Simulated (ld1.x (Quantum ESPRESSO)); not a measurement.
# What one change does to a pseudopotential (selenium, TM)

ld1.x (Quantum ESPRESSO) 7.5 input, shortened:

```
&input
   title='Se', zed=34., rel=1, dft='PZ', iswitch=3,
   config='[Ar] 3d10 4s2 4p4 4d-2'
 /
 &inputp
   pseudotype=2, tm=.true., lloc=0,
   nlcc=.true., rcore=0.65
 /
3
4P  2  1   4.00   0.00  1.50  1.50  0.0
4D  3  2  -2.00  -0.15  1.25  1.25  0.0
4S  1  0   2.00   0.00  1.45  1.45  0.0
 &test
   configts(1)='4s2 4p4'
 /
```

Change: local potential all-electron potential smoothed inside 1.05 bohr (lloc = -1).

Cutoffs: the cutoffs (Ry, on a coarse ladder) from which the occupation-weighted sum of valence levels, in a spherical-Bessel basis at the reference potential, stays within 10 and 1 mRy of its value at 400 Ry; they do not see the model core or the augmentation charge, which bear on the density cutoff. Errors are all-electron minus pseudo energies relative to the spin-unpolarised reference configuration.

How do hardness, ghosts and transferability respond?

The potential gets neither clearly harder nor softer (45 Ry and 80 Ry → 40 Ry and 80 Ry); the bound ghosts move from d, p to d, s; of the 9 tests that both files solve, the error grows in 1 and shrinks in 6 by more than 15 % and 0.3 meV (median size 3.6 → 1.2 meV); the range in which the p phases agree narrows (upper end at the end of the scan → 1.3). In the separable form a ghost depends on how the local part lies against the semilocal potential of the channel, so the choice of the local part can create or remove one.

| quantity | base | changed |
| --- | --- | --- |
| cutoff, loose | 45 Ry | 40 Ry |
| cutoff, tight | 80 Ry | 80 Ry |
| loose cutoff by channel (10 mRy a level) | p 15 Ry, s 21 Ry | s 35 Ry, p 8 Ry |
| bound ghosts | p, d | d, s |
| error for 4s2 4p3, meV [ΔE 11.01 eV] | -3.6 | +0.2 |
| error for 4s2 4p2, meV [ΔE 31.57 eV] | -19 | -3.0 |
| error for 4s2 4p1, meV [ΔE 62.72 eV] | -57 | -37 |
| error for 4s2 4p3.5, meV [ΔE 4.39 eV] | -1.0 | -0.1 |
| error for 4s1 4p5, meV [ΔE 10.94 eV] | -6.2 | -3.3 |
| error for 4s2 4p4.3, meV [ΔE -1.64 eV] | +0.2 | +0.4 |
| error for 4s1 4p4, meV [ΔE 22.59 eV] | -16 | -0.3 |
| error for 4s2 4p4 (spin-polarised), meV [ΔE -0.59 eV] | +1.0 | +1.2 |
| error for 4s2 4p3 (spin-polarised), meV [ΔE 9.37 eV] | -1.6 | -2.1 |
| s: phases at 1.66 bohr within 0.05 rad from the reference energy up to (Ry; the scan ends near 5) | to the end of the scan | to the end of the scan |
| p: phases at 1.66 bohr within 0.05 rad from the reference energy up to (Ry; the scan ends near 5) | to the end of the scan | 1.3 |
| d: phases at 1.66 bohr within 0.05 rad from the reference energy up to (Ry; the scan ends near 5) | 1.8 | 1.1 |

 A true bound ghost makes a file unfit for plane-wave use even where its test errors are small: the radial tests pick states by their node count and pass the ghost by.
